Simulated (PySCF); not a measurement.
C4H7F3S.
SMILES with atom numbers: `[CH3:1][CH2:2][CH2:3][S:4][C:5]([F:6])([F:7])[F:8]` (hydrogens: H9, H10, H11 on C1; H12, H13 on C2; H14, H15 on C3)

Structure used (PBE0-D3(BJ)/def2-SVP), in Å, numbered top down from 1:
```
atom  x, y, z in Å
C1    -2.1786    0.1936    0.5596
C2    -0.8510    0.5252   -0.1049
C3    -0.0934   -0.7286   -0.5133
S4     1.4279   -0.4445   -1.4670
C5     2.5332    0.0465   -0.1276
F6     2.2312    1.2371    0.3977
F7     2.5281   -0.8274    0.8806
F8     3.7668    0.1170   -0.6126
H9    -2.0337   -0.4154    1.4662
H10   -2.8391   -0.3717   -0.1171
H11   -2.7121    1.1083    0.8573
H12   -1.0119    1.1508   -0.9979
H13   -0.2265    1.1226    0.5768
H14   -0.7030   -1.3546   -1.1844
H15    0.1645   -1.3564    0.3537
```

Level: PBE0/def2-SVPD in PySCF, non-relativistic, on one gas-phase PBE0-D3(BJ)/def2-SVP geometry that isn't relaxed in the solvent. The solvent is an IEF-PCM continuum (Bondi radii, 1.10 Å for H, scaled by 1.2), and excitations are vertical TDDFT with non-equilibrium linear response and a frozen core. Only the electrostatic response of the medium enters.

```tsv
run	E − E(gas) (kcal/mol)	HOMO (eV)	HOMO–LUMO gap (eV)	dipole (D)	lowest singlet (eV)	static polarisability (au)
gas	0.00	-7.49	7.43	2.58	5.73	73.6
P	-1.97	-7.46	7.53	3.07	5.78	89.8
Q	-1.09	-7.47	7.49	2.85	5.75	81.9
```

Q: The runs were made in chloroform and cyclohexane. Which run belongs to which solvent?

A: P = chloroform, Q = cyclohexane. The dielectric constants are 2.017 (cyclohexane), 4.711 (chloroform), and the energy falls further as ε rises. The optical constants n² used for the excitations are 2.04, 2.09 in the same order. In this model the ground state sees the solvent through ε alone.

Q: How constant is the ratio of the lowering to (ε − 1)/(2ε + 1)?

A: 
```tsv
solvent	(ε − 1)/(2ε + 1)	E − E(gas) (kcal/mol)	ratio (kcal/mol)	polarisation term (kcal/mol)
cyclohexane	0.202	-1.09	-5.4	-1.15
chloroform	0.356	-1.97	-5.5	-2.19
```

The ratio changes by +2.6 % in size from cyclohexane to chloroform. The polarisation term is half the interaction of the solute with the induced surface charges.

Rough CPU time on one thread of a shared machine: about 80 s. This is the whole response run at PBE0/def2-SVPD in chloroform, SCF included.
